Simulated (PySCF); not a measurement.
## From computed data to an observable: oscillator strength and radiative lifetime

C4H7NSi, SMILES C#CC(=C)[SiH2]N.

Geometry optimised at PBE-D3(BJ)/def2-SVP. This is a generated structure with no PubChem entry under its InChIKey; it may be hypothetical. One conformer was computed; it need not be the lowest.

TDDFT-CAM-B3LYP/def2-SVPD in PySCF puts the first singlet state with f over 0.02 at 5.40 eV (vertical), with the transition dipole (0.483, 1.093, -0.039) in atomic units.

Problem. Find the oscillator strength, the wavelength and the radiative lifetime that this transition would have in vacuum if emission retraced absorption.

Solution. 
|μ|² = 1.4295 au, so |μ| = 3.04 D. ΔE = 5.40/27.211 = 0.1984 hartree. f = (2/3) ΔE |μ|² = 0.189 (the program prints 0.189).
λ = 1239.84/5.40 = 230 nm; ν = 43554 cm⁻¹.
Einstein's coefficient A = 0.6670 ν² f s⁻¹ (ν in cm⁻¹) = 2.4e8 s⁻¹, so τ = 1/A = 4.2 ns. This state is S2; the lower singlet has f = 0.001. The figure is the radiative limit of this one transition; relaxation, internal conversion, crossing to triplets and a medium change what is measured.
